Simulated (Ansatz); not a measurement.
Ansatz (a quantum-chemistry and plane-wave program) input (CCSD(T)/cc-pVDZ):

Ansatz 0.2 input:
```yaml
crystal:
  periodic: [false, false, false]
  atoms:
    - {symbol: C, position_ang: [1.72830850, -2.35905216, 1.58732818]}
    - {symbol: C, position_ang: [1.08629982, -1.36523260, 0.94333449]}
    - {symbol: C, position_ang: [0.49458917, -0.43818947, 0.34466740]}
    - {symbol: C, position_ang: [-0.18043151, 0.51728861, -0.29106834]}
    - {symbol: C, position_ang: [-0.71335768, 1.47198747, -0.88565211]}
    - {symbol: C, position_ang: [-1.94102360, 2.01057711, -1.48720625]}
    - {symbol: H, position_ang: [2.23250426, -3.15320510, 1.04652753]}
    - {symbol: H, position_ang: [1.76619538, -2.40186160, 2.67088230]}
    - {symbol: H, position_ang: [-1.79789622, 2.24484746, -2.54928673]}
    - {symbol: H, position_ang: [-2.80862498, 1.33119335, -1.42202323]}
    - {symbol: H, position_ang: [-2.23848675, 2.95475209, -1.01452004]}
basis:
  gaussian:
    orbitals: cc-pVDZ
total_charge: -1
magnetization: {spin_polarized: false}
correlation: {method: ccsd_t, electrons: outside_noble_gas}
```

End of the output:

```
integrals: 0.15 GiB planned
1010 factors; integrals over basis functions are off by at most 1.0e-3 eV
mean field: 0.36 GiB planned
mean field evaluation 1: about -6254.8576 eV, gradient 2.6e1 eV
mean field evaluation 2: about -6255.0987 eV, gradient 2.6e1 eV
mean field evaluation 4: about -6257.6287 eV, gradient 5.6e0 eV
mean field evaluation 8: about -6257.7433 eV, gradient 3.3e-1 eV
mean field evaluation 16: about -6254.8585 eV, gradient 2.6e1 eV
mean field -6257.74619605 eV, -229.9679310521 hartree, gradient 6.0e-6 eV, S^2 0.000000; 0 other end points of the search recorded, 0 dependent functions left out; unrestricted orbitals would lower it
6 core orbitals not correlated
reference -6257.74619605 eV, -229.9679310521 hartree; 15, 15 occupied and 88, 88 virtual orbitals, 1010 factors
second order -21.52018401 eV of doubles, -0.00000000 eV of singles
coupled cluster: 0.44 GiB planned
cycle   1  -21.59860351 eV  change   -7.8e-2 eV  update   1.4e-1
cycle   2  -22.28905980 eV  change   -6.9e-1 eV  update   5.0e-2
cycle   3  -22.49555765 eV  change   -2.1e-1 eV  update   2.7e-2
cycle   4  -22.50406984 eV  change   -8.5e-3 eV  update   9.6e-3
cycle   5  -22.50123808 eV  change    2.8e-3 eV  update   4.9e-3
cycle   6  -22.50073145 eV  change    5.1e-4 eV  update   1.9e-3
cycle   7  -22.49977445 eV  change    9.6e-4 eV  update   8.3e-4
cycle   8  -22.49958680 eV  change    1.9e-4 eV  update   4.9e-4
cycle   9  -22.49970502 eV  change   -1.2e-4 eV  update   2.2e-4
cycle  10  -22.49968110 eV  change    2.4e-5 eV  update   9.6e-5
cycle  11  -22.49965936 eV  change    2.2e-5 eV  update   3.8e-5
cycle  12  -22.49969741 eV  change   -3.8e-5 eV  update   1.5e-5
cycle  13  -22.49970015 eV  change   -2.7e-6 eV  update   4.2e-6
coupled cluster: 0.44 GiB planned
perturbative correction -1.05959625 eV, -0.0389394438 hartree
Total energy: -6281.30549244 eV, -230.8337192254 hartree
```

It need not be the lowest isomer of its formula. Whether it binds its extra electron was not tested at this geometry.
